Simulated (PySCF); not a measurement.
Spin-rotation constants: `[SiH2](PB)OC`, CH8BOPSi

Cartesian coordinates in Å; atom numbers follow the order of the lines, from 1:
```xyz
13

B    -2.502    0.105   -0.189
P    -1.334   -0.584   -1.455
Si    0.599   -0.936   -0.387
O     1.346    0.545   -0.372
C     2.346    0.943    0.525
H    -3.658   -0.237   -0.167
H    -2.104    0.992    0.527
H    -1.790   -1.897   -1.748
H     1.351   -1.966   -1.169
H     0.459   -1.424    1.022
H     2.124    0.633    1.563
H     3.331    0.529    0.246
H     2.419    2.041    0.505
```

Computed with GIAO PBE0/pcSseg-1 magnetisability, rotational g tensor and spin-rotation constants, non-relativistic, gas phase in PySCF 2.14.0. Geometry: PBE0-D3(BJ)/def2-SVP.

Task: Give the nuclear spin-rotation constants along the inertial axes (H = +C I·J) beside the isotropic shieldings.

Result: Rotational constants 6.3958, 1.5285, 1.3783 GHz. A star marks the isotopologue with that one atom substituted, in its own axes.
```csv
atom,isotope,Caa (kHz),Cbb (kHz),Ccc (kHz),mean (kHz),σ (ppm)
B1,11B,3.340,0.642,0.231,1.404,13.6
P2,31P,9.660,1.610,1.620,4.297,456.2
H6,1H,0.706,-0.125,-0.106,0.159,22.7
H7,1H,0.071,0.052,-0.136,-0.004,23.0
H8,1H,-0.292,-0.045,-0.130,-0.156,27.9
H9,1H,-0.496,0.068,-0.118,-0.182,26.1
H10,1H,-0.512,-0.123,0.063,-0.191,25.9
H11,1H,-0.646,-0.138,0.053,-0.243,27.8
H12,1H,-0.235,-0.021,-0.135,-0.130,27.6
H13,1H,-0.603,-0.001,-0.066,-0.223,27.3
Si3,29Si*,-3.659,-0.991,-0.850,-1.833,365.9
O4,17O*,-0.509,-0.083,-0.021,-0.204,336.0
C5,13C*,0.967,0.343,0.305,0.538,128.7
```
For the geometry as given, no vibrational averaging.

Task: How do the rotational constants and the g tensor change when H6, H7, H8, H9, H10, H11, H12, H13 are replaced by deuterium?

Result: Constants 4.9695, 1.3114, 1.1689 GHz; g -0.0672, -0.0158, -0.0097, against -0.0861, -0.0182, -0.0116 before.
